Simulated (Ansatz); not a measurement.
`[CH3][GeH]([NH2])[Cl]` and `[CH3][GeH]([SiH3])[Cl]` differ in one atom or group.

Ansatz, PBE0-D4/def2-TZVP geometries, multiplicity 1. Each molecule was computed in one conformer, which needn't be the lowest.

Scalar relativity is left out up to krypton.

| property | `[CH3][GeH]([NH2])[Cl]` |
| --- | --- |
| HOMO energy (PBE/def2-TZVPP) / eV | -6.31 |
| size of the dipole moment (B3LYP/def2-TZVPP) / D | 1.87 |
| ideal-gas entropy at 298 K and 1 bar (rigid rotor, harmonic PBE0-D4/def2-TZVP) / J/(mol·K) | 347 |
| HOMO energy (PBE0/def2-TZVPP) / eV | -7.75 |
| LUMO energy (ωB97M-V/def2-TZVPP) / eV | 2.15 |
| HOMO energy (ωB97M-V/def2-TZVPP) / eV | -10.09 |

Question: Give the same properties after the change, and the shifts. (Best estimate.)

Answer: Ansatz gave: 
```csv
property,`[CH3][GeH]([SiH3])[Cl]`,shift
HOMO energy (PBE/def2-TZVPP) / eV,-6.73,-0.42
size of the dipole moment (B3LYP/def2-TZVPP) / D,2.41,0.54
"ideal-gas entropy at 298 K and 1 bar (rigid rotor, harmonic PBE0-D4/def2-TZVP) / J/(mol·K)",377,30
HOMO energy (PBE0/def2-TZVPP) / eV,-7.92,-0.17
LUMO energy (ωB97M-V/def2-TZVPP) / eV,1.47,-0.68
HOMO energy (ωB97M-V/def2-TZVPP) / eV,-9.97,0.12
```

With PBE0 the HOMO falls by 0.17 eV and the LUMO falls by 0.98 eV, so the gap narrows by about 0.81 eV. PBE moves the HOMO by -0.42 eV and ωB97M-V by 0.12 eV. The zero-point energy changes by -3.8 kJ/mol with +3 modes. Dipoles are sizes alone; their direction can turn.

B3LYP here is the variant with VWN-RPA as its local correlation; programs differ in this.
